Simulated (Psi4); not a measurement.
hydrogen peroxide (H₂O₂), singlet, geometry from GFN2-xTB; Psi4 with SVWN/cc-pVDZ.

Input for Psi4:
```
memory 2 GB

molecule {
0 1
  O    -0.02311961    0.70996455   -0.01256427
  O     0.02311961   -0.70996455    0.01256427
  H     0.91389752    0.94248526   -0.03262698
  H    -0.91389752   -0.94248526    0.03262698
}

set basis cc-pvdz

energy('svwn')
print_variables()
```

Output, abridged:

```
   => Loading Basis Set <=

    Name: CC-PVDZ
    Role: ORBITAL
    Keyword: BASIS

         ---------------------------------------------------------
                                   SCF
               by Justin Turney, Rob Parrish, Andy Simmonett
                          and Daniel G. A. Smith
                              RKS Reference
         ---------------------------------------------------------

  ==> Geometry <==

    Molecular point group: c2h
    Full point group: C2h

    Geometry (in Angstrom), charge = 0, multiplicity = 1:

       Center              X                  Y                   Z               Mass
    ------------   -----------------  -----------------  -----------------  -----------------
         O            0.710075609232     0.023122903744     0.000000000000    15.994914619570
         O           -0.710075609232    -0.023122903744     0.000000000000    15.994914619570
         H            0.942923640378    -0.914027718738     0.000000000000     1.007825032230
         H           -0.942923640378     0.914027718738     0.000000000000     1.007825032230

  Running in c2h symmetry.

  Rotational constants: A =     10.46397  B =      0.93593  C =      0.85909 [cm^-1]
  Rotational constants: A = 313701.86532  B =  28058.39326  C =  25754.80935 [MHz]
  Nuclear repulsion =   37.313534766931198

  Charge       = 0
  Multiplicity = 1
  Electrons    = 18
  Nalpha       = 9
  Nbeta        = 9

  ==> Algorithm <==

  SCF Algorithm Type is DF.
  DIIS enabled.
  MOM disabled.
  Fractional occupation disabled.
  Guess Type is SAD.
  Energy threshold   = 1.00e-06
  Density threshold  = 1.00e-06
  Integral threshold = 1.00e-12

  ==> Primary Basis <==

  Basis Set: CC-PVDZ
    Blend: CC-PVDZ
    Number of shells: 18
    Number of basis functions: 38
    Number of Cartesian functions: 40
    Spherical Harmonics?: true
    Max angular momentum: 2

  ==> DFT Potential <==

   => LibXC <=

    Version 7.1.2
    S. Lehtola, C. Steigemann, M. J. T. Oliveira, and M. A. L. Marques,  SoftwareX 7, 1–5 (2018) (10.1016/j.softx.2017.11.002)

   => Composite Functional: SVWN <=

    Slater exchange
    Vosko, Wilk & Nusair (VWN5_RPA)
    P. A. M. Dirac,  Math. Proc. Cambridge Philos. Soc. 26, 376 (1930) (10.1017/S0305004100016108)
    F. Bloch,  Z. Phys. 57, 545 (1929) (10.1007/BF01340281)
    S. H. Vosko, L. Wilk, and M. Nusair,  Can. J. Phys. 58, 1200 (1980) (10.1139/p80-159)

    Deriv               =              1
    GGA                 =          FALSE
    Meta                =          FALSE

    Exchange Hybrid     =          FALSE
    MP2 Hybrid          =          FALSE

   => Exchange Functionals <=

    1.0000         XC_LDA_X

   => Correlation Functionals <=

    1.0000   XC_LDA_C_VWN_RPA

   => LibXC Density Thresholds  <==

    XC_LDA_C_VWN_RPA:  1.00E-15
    XC_LDA_X:  1.00E-15

   => Molecular Quadrature <=

    Radial Scheme          =       TREUTLER
    Pruning Scheme         =           NONE
    Nuclear Scheme         =       TREUTLER

    Blocking Scheme        =         OCTREE
    BS radius alpha        =              1
    Pruning alpha          =              1
    Radial Points          =             75
    Spherical Points       =            302
    Total Points           =          87806
    Total Blocks           =            712
    Max Points             =            254
    Max Functions          =             38
    Weights Tolerance      =       1.00E-15

   => Loading Basis Set <=

    Name: (CC-PVDZ AUX)
    Role: JKFIT
    Keyword: DF_BASIS_SCF

  ==> Integral Setup <==

  SCF_SUBTYPE=INCORE selected. In-core MEM_DF algorithm will be used.
  Using in-core AOs.

  ==> MemDFJK: Density-Fitted J/K Matrices <==

    J tasked:                   Yes
    K tasked:                    No
    wK tasked:                   No
    Algorithm:                 Core
    Schwarz Cutoff:           1E-12
    Mask sparsity (%):       0.0000
    Fitting Condition:        1E-10

   => Auxiliary Basis Set <=

  Basis Set: (CC-PVDZ AUX)
    Blend: CC-PVDZ-JKFIT
    Number of shells: 66
    Number of basis functions: 186
    Number of Cartesian functions: 212
    Spherical Harmonics?: true
    Max angular momentum: 3

  Minimum eigenvalue in the overlap matrix is 3.0666294536E-02.
  Reciprocal condition number of the overlap matrix is 8.9098188410E-03.
    Using symmetric orthogonalization.

  ==> Pre-Iterations <==

  SCF Guess: Superposition of Atomic Densities via on-the-fly atomic UHF (no occupation information).

   -------------------------
    Irrep   Nso     Nmo
   -------------------------
     Ag        14      14
     Bg         5       5
     Au         5       5
     Bu        14      14
   -------------------------
    Total      38      38
   -------------------------

  ==> Iterations <==

                           Total Energy        Delta E     RMS |[F,P]|

   @DF-RKS iter SAD:  -150.51420712900210   -1.50514e+02   0.00000e+00
   @DF-RKS iter   1:  -150.70684798762284   -1.92641e-01   2.54896e-02 DIIS/ADIIS
   @DF-RKS iter   2:  -150.61060488914745    9.62431e-02   3.53705e-02 DIIS/ADIIS
   @DF-RKS iter   3:  -150.81425139717246   -2.03647e-01   2.32410e-03 DIIS/ADIIS
   @DF-RKS iter   4:  -150.81507864174031   -8.27245e-04   2.96679e-04 DIIS/ADIIS
   @DF-RKS iter   5:  -150.81509293867813   -1.42969e-05   3.41246e-05 DIIS
   @DF-RKS iter   6:  -150.81509313282874   -1.94151e-07   3.84918e-06 DIIS
   @DF-RKS iter   7:  -150.81509313519277   -2.36403e-09   3.65823e-07 DIIS
  Energy and wave function converged.

  ==> Post-Iterations <==

   Electrons on quadrature grid:
      Ntotal   =   17.9999979517 ; deviation = -2.048e-06

    Orbital Energies [Eh]
    ---------------------

    Doubly Occupied:

[...]
    Virtual:

[...]
    Final Occupation by Irrep:
             Ag    Bg    Au    Bu
    DOCC [     4,    1,    1,    3 ]
    NA   [     4,    1,    1,    3 ]
    NB   [     4,    1,    1,    3 ]

  @DF-RKS Final Energy:  -150.81509313519277

   => Energetics <=

    Nuclear Repulsion Energy =             37.3135347669311983
    One-Electron Energy =                -282.5098391717954769
    Two-Electron Energy =                 111.5274569099964737
    DFT Exchange-Correlation Energy =     -17.1462456403249703
    Empirical Dispersion Energy =           0.0000000000000000
    VV10 Nonlocal Energy =                  0.0000000000000000
    Total Energy =                       -150.8150931351927682

Computation Completed

Properties will be evaluated at   0.000000,   0.000000,   0.000000 [a0]

Properties computed using the SCF density matrix

 Multipole Moments:

 ------------------------------------------------------------------------------------
     Multipole            Electronic (a.u.)      Nuclear  (a.u.)        Total (a.u.)
 ------------------------------------------------------------------------------------

 L = 1.  Multiply by 2.5417464519 to convert [e a0] to [Debye]
 Dipole X            :          0.0000000            0.0000000            0.0000000
 Dipole Y            :          0.0000000            0.0000000            0.0000000
 Dipole Z            :          0.0000000            0.0000000            0.0000000
 Magnitude           :                                                    0.0000000

 ------------------------------------------------------------------------------------

  Variable Map:
  ----------------------------------------------------------------------------
[...]
  Array Variable Map:
  ----------------------------------------------------------------------------
[...]
[...]
```
